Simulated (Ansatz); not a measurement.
System: sum formula TiH3F (charge 0, singlet). 
Structure (B3LYP-D3(BJ)/def2-TZVP (Ansatz, a program for electronic structure) minimum search):
```xyz
5

Ti    -0.4011    -0.0034    -0.0943
F      1.2966     0.0111     0.3048
H     -1.2846     0.6698     1.1829
H     -0.9044    -1.5989    -0.3519
H     -0.6561     0.9047    -1.4998
```

Total electronic energies in hartree. Correlated levels leave the core frozen unless marked. Spin-orbit coupling is left out. The frozen core is the preceding noble-gas configuration, with the filled d and f shells of earlier blocks. Non-relativistic. CBS(X,Y): correlation extrapolated as X^-3; Hartree-Fock from the larger set. The bracket is a focal-point correction in the basis named.

The T1 diagnostic of CCSD in the largest basis is 0.028, which is high, so the coupled-cluster rows are less sure than usual.

```tsv
level	program	energy (Eh)
HF/def2-TZVPP	Ansatz	-949.62017
SVWN5/def2-TZVPD	Ansatz	-948.45149
PBE-D3(BJ)/def2-TZVPD	Ansatz + dftd3	-950.83214
PBE0-D4/def2-TZVP	Ansatz + dftd4	-950.83643
BHLYP/def2-TZVPD	Ansatz	-951.06075
r2SCAN0/def2-TZVPD	Ansatz	-951.02178
CAM-B3LYP/def2-TZVPD	Ansatz	-951.14951
LC-wPBE/def2-TZVPD	Ansatz	-950.90505
MP2/STO-3G	Ansatz	-939.73355
MP2/CBS(def2-TZVPP,def2-QZVPP)	Ansatz	-950.1137
RI-MP2/def2-TZVPPD	Ansatz	-950.04215
CCSD/def2-SVP	Ansatz	-949.71357
CCSD(T)/def2-TZVPP	Ansatz	-950.07436
RI-MP2/CBS(def2-TZVPP,def2-QZVPP)+[CCSD(T)-MP2]/def2-SVP	Ansatz	-950.1485
CCSD(T)/CBS(def2-TZVPPD,def2-QZVPPD)	Ansatz	-950.1444
```

Totals of different functionals don't rank their quality; only differences between species are comparable.
